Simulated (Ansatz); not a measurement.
The same ligand exchange along the group B, Al, Ga.

Isolated molecules relaxed with PBE0-D4/def2-TZVP in Ansatz; ΔE leaves out vibrations. CBS: MP2 limit from def2 TZ/QZ plus the TZ coupled-cluster correction, frozen cores. This one scheme is used for every species. DFT in def2-TZVPP. For Ga outer-core shells are correlated without core-valence functions, which leaves a few kJ/mol of doubt a bond. Scalar relativity is left out up to krypton. One conformer a species, not always the lowest.

```tsv
reaction	CCSD(T)/CBS(def2) (eV)
`NB(S)Cl` + HCl → `SB(Cl)Cl` + NH₃	0.32
`[NH2][Al]([SH])[Cl]` + HCl → `[SH][Al]([Cl])[Cl]` + NH₃	?
`[NH2][Ga]([SH])[Cl]` + HCl → `[SH][Ga]([Cl])[Cl]` + NH₃	-0.72
```

Fill in the missing values. (Estimate.)

Computed: `[NH2][Al]([SH])[Cl]` + HCl → `[SH][Al]([Cl])[Cl]` + NH₃: -0.71 eV.

Largest T1 diagnostic: 0.012, for `SB(Cl)Cl`.
